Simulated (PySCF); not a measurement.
## Polarisability and C₆ of Re (rhenium, neutral)

[Xe] 4f14 5d5 6s2, high-spin 6S determinant. Calculation: PySCF 2.14, in ANO-RCC-VTZP (8s7p5d3f2g1h, 104 functions); scalar relativity by spin-free X2C-1e. Coupled (time-dependent) response in atomic units; α is the mean over directions. The basis has no added diffuse functions, which lowers α and C₆.

| method | mean α (bohr³) | C₆ (like pair) | S(−4) |
| --- | --- | --- | --- |
| MN15 | 42.99 | 464.1 | 523.6 |

S(−4) is the Cauchy moment in α(ω) = α(0) + S(−4) ω² + …

Reference α: 62 ± 3 bohr³ (recommended; Schwerdtfeger and Nagle, table of static dipole polarizabilities (2023 update)). Published C₆: 663.0 (Gould and Bucko (2016)).

α(iu) at MN15:

```tsv
u (hartree)	α(iu) (bohr³)
0	42.99
0.0500	41.73
0.100	38.40
0.200	29.55
0.300	22.02
0.500	13.42
0.750	8.753
1.00	6.455
1.50	4.120
2.00	2.906
3.00	1.689
5.00	0.7995
```

A single London oscillator, α(iu) = α/(1 + u²/ω²), gives C₆ = (3/4) ω α². Matching the computed C₆ needs ω = 4 × 464.1 / (3 × 42.99²) = 0.335 hartree.

Spin-orbit coupling, which splits the p, d and f shells strongly at this Z, is absent.
